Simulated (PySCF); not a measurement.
BeClI, SMILES [Be]([I])[Cl].

Coordinates come from a B3LYP-D3(BJ)/def2-TZVP optimisation. The def2 effective core potentials stand for the cores of I; spin–orbit coupling is left out.

Level of theory: B3LYP/def2-TZVPD (PySCF).

Gas-phase values at a fixed geometry.

Problem. Estimate the frontier levels, gap, dipole moment and polarisability. (Estimate from the structure and the level; the computed values follow.)

Solution. 
```json
{
 "highest_occupied_level": "-7.96 eV",
 "lowest_empty_level": "-0.96 eV",
 "orbital_gap": "7.00 eV",
 "dipole_moment": "0.42 D",
 "quadrupole, principal values (traceless, Buckingham form, about the centre of nuclear charge)": "-3.48, 1.74, 1.74 D·Å",
 "mean_static_polarisability": "64.3 bohr³ (9.53 Å³)",
 "polarisability_principal_values": "53.8, 53.8, 85.3 bohr³"
}
```
